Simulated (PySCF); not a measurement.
**How methods differ on the ionisation energy of Si⁺**

Si⁺ [Ne] 3s2 3p1 (2P) → Si²⁺ [Ne] 3s2 (1S), as a difference of total energies. Computed with PySCF 2.14 in x2c-TZVPPall (5s5p3d1f, 42 functions), with scalar relativity by spin-free X2C-1e. Correlated levels: valence and next inner shell: 1s2 frozen. The calculations carry no spin-orbit coupling.

```
                                method  ionisation energy (eV)
                                   UHF                  15.821
    MP2 (valence and next inner shell)                  16.071
SCS-MP2 (valence and next inner shell)                  16.059
   CCSD (valence and next inner shell)                  16.190
CCSD(T) (valence and next inner shell)                  16.214
```

Problem. How much does correlation contribute at CCSD(T) (valence and next inner shell)?

Solution. 16.214 − (15.821) = 0.393 eV, measured against UHF.

A first-order spin-orbit estimate (lowest level to lowest level, LS coupling) adds 0.021 eV.

Errors of the correlated levels include the incompleteness of this basis and the frozen core.

For comparison: 16.346 eV (measured; NIST Atomic Spectra Database, ionization energies).
